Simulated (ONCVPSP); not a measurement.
iridium (Ir): excitation energies, all-electron against ONCV

iridium, optimised norm-conserving Vanderbilt (ONCV), made with ONCVPSP 4.0.1 (PBE, non-relativistic). Core [Kr] 4d10 4f14, reference 5s2 5p6 5d7 6s1 (charge +1). Waves: 5s+6s: rc 1.60 bohr, ncon 4, nbas 7, qcut 8.6 1/bohr, 2 projectors; 5p: rc 1.80 bohr, ncon 4, nbas 7, qcut 9 1/bohr, 2 projectors, debl 1.7 Ha; 5d: rc 2.25 bohr, ncon 5, nbas 9, qcut 8.4 1/bohr, 2 projectors, debl 2.4 Ha. Local part: polynomial inside 1.30 bohr (lpopt 5, dvloc0 4 Ha). Core correction: none.

In the p channel the program set the typed energies aside and used -2.161, 0.250 Ha.

Energies are relative to the spin-unpolarised reference configuration 5s2 5p6 5d7 6s1; without spin polarisation the order of configurations can differ from experiment.

| valence configuration | charge | ΔE all-electron (eV) | error AE − PS (meV) |
| --- | --- | --- | --- |
| 5s2 5p6 5d7 6s0 | +2 | 15.090 | +0.4 |
| 5s2 5p6 5d6 6s0 | +3 | 46.483 | +2.0 |
| 5s2 5p5 5d7 6s2 | +1 | 49.065 | -55 |

Task: What are ΔE and the potential's error for 5s2 5p6 5d7 6s2?

Result: ΔE = -8.250 eV all-electron; the error (AE − PS) is +0.1 meV.

Levels in the configuration 5s2 5p6 5d6 6s0:

```
level  all-electron (eV)  pseudo (eV)
   5s           -109.445     -109.454
   5p            -81.323      -81.336
   5d            -37.849      -37.847
```
